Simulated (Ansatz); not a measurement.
Calculated with Ansatz (gas phase, PBE0-D4/def2-TZVP geometries, no zero-point term in ΔE). CCSD(T)/CBS is the MP2 limit (def2-TZVPP, def2-QZVPP) plus CCSD(T) − MP2 in def2-TZVPP, frozen cores. DFT in def2-TZVPP. One conformer a species, not always the lowest.

Consider the ligand exchange at a B–C bond: `BCC[SiH2]C` + `CBNC` → `BN(C)BC` + `CC[SiH2]C`.

```tsv
level	ΔE (kJ/mol)
r2SCAN-D4	-102.2
B2PLYP	-104.9
HF/def2-TZVPP	-103.5
HF/CBS(def2)	-103.8
```

Problem. What does CCSD(T)/CBS give? (An estimate is asked.)

Solution. The calculation gave: -105.7 kJ/mol. The listed levels differ from it by 3.5, 0.8, 2.2, 1.9 kJ/mol.

Largest T1 diagnostic among the species: 0.011.

In def2-TZVPP, CCSD(T) changes the Hartree–Fock value by −3.3 kJ/mol (the triples alone add −1.4 kJ/mol) and MP2 by −6.5 kJ/mol. The D4 term adds −3.8 kJ/mol with B3LYP and −1.9 kJ/mol with PBE0; it sums over pairs of atoms, weighted by their polarisabilities, and B3LYP, whose exchange is more repulsive, gets the larger term.

B3LYP here is the variant with VWN-RPA as its local correlation; programs differ in this.
